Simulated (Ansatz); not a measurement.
Consider the cleavage of the Si–Si bond: `O[SiH2][Si](O)(F)F` + `CO[SiH2]N` → `CO[SiH2]N[SiH2]O` + `O[SiH](F)F`.

Gas-phase electronic energies from Ansatz, PBE0-D4/def2-TZVP geometries. CBS: MP2 limit from def2 TZ/QZ plus the TZ coupled-cluster correction, frozen cores. This one scheme is used for every species. Functionals use def2-TZVPP. B3LYP here is the variant with VWN-RPA as its local correlation; programs differ in this. Each species was taken in one conformer, which may not be the lowest.

CCSD(T)/CBS gives -23.2 kcal/mol.

Question: Another level gave -22.3 kcal/mol. Which?
A. PBE/def2-TZVPP
B. B2PLYP/def2-TZVPP
C. ωB97M-V/def2-TZVPP
D. B3LYP/def2-TZVPP

Answer: B. B2PLYP -22.3, ωB97M-V -23.4, PBE -16.3, B3LYP -19.8 kcal/mol.

Largest T1 diagnostic among the species: 0.012.

From PBE to PBE0 (25 % exact exchange), in def2-TZVPP and without D4, ΔE moves by −2.2 kcal/mol. The D4 term adds −1.6 kcal/mol with B3LYP and −0.9 kcal/mol with PBE0; it sums over pairs of atoms, weighted by their polarisabilities, and B3LYP, whose exchange is more repulsive, gets the larger term.
